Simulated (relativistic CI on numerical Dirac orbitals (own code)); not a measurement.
# Hyperfine structure of Pb XXV, mass number 207

Computed by Dirac-Coulomb-Breit CI, KLI orbitals optimised for each configuration, model QED (radiative potential, 1s self-energy scaled to tabulated hydrogen-like ionisation energies), unscaled Slater integrals (own radial code, finite nucleus).

Configurations in the expansion (outside the closed core [Ar] 3d10): 4s2.4p6.4d10.4f12, 4s2.4p6.4d10.4f11.5s, 4s2.4p6.4d10.4f10.5s2, 4s2.4p6.4d10.4f11.5p, 4s2.4p6.4d10.4f10.5s.5p, 4s2.4p6.4d9.4f13, 4s2.4p6.4d8.4f14, 4s2.4p5.4d10.4f13, 4s2.4p6.4d9.4f12.5s, 4s2.4p6.4d10.4f11.5f, 4s2.4p6.4d10.4f11.6s, 4s2.4p6.4d10.4f11.6p, 4s.4p6.4d10.4f13, 4s2.4p4.4d10.4f14, 4s2.4p5.4d9.4f14, 4p6.4d10.4f14. Levels of other configurations are missing.

Nuclear spin I = 1/2, μ = 0.5906 μN (tables of Stone and Pyykkö). The electronic factors are computed for point nuclear moments, without core polarisation or the Bohr-Weisskopf and QED corrections.

```
                 Level  E (cm⁻¹)  A (MHz)
4s2.4p6.4d10.4f12 3H_6       0.0     3517
4s2.4p6.4d10.4f12 3F_4   10545.7     3531
4s2.4p6.4d10.4f12 3H_5   39138.4     4674
4s2.4p6.4d10.4f12 3F_3   53280.5     4151
4s2.4p6.4d10.4f12 3P_2   83861.9     3848
4s2.4p6.4d10.4f12 3H_4   86900.4     6421
4s2.4p6.4d10.4f12 1I_6   98449.6     4790
4s2.4p6.4d10.4f12 3P_1  106182.1   -284.3
```

Levels with J = 0, under 50 % of one LS term, or S terms without an open s electron are left out. Small factors come from cancelling terms and can be off by tens of per cent or more.

At this charge transitions that keep the count of f electrons are usually good to a few per cent. Terms inside the open d or f shell come out 10 to 20 % too wide with unscaled integrals. Levels that differ in their count of f electrons can be misplaced by several ten thousand cm⁻¹, since the correlation energy of f electrons is missing or only estimated; rates across such gaps can be off by orders of magnitude.

(1) Give the hyperfine levels of 4s2.4p6.4d10.4f12 3H_6 relative to its centre of gravity.

## Answers

(1) With K = F(F + 1) − I(I + 1) − J(J + 1), E = AK/2: F = 11/2: -12310, F = 13/2: 10550 MHz.

LS names give the leading component of a level, which can be under half, so a name can repeat, a term be missing and a line seem to break the LS rules.
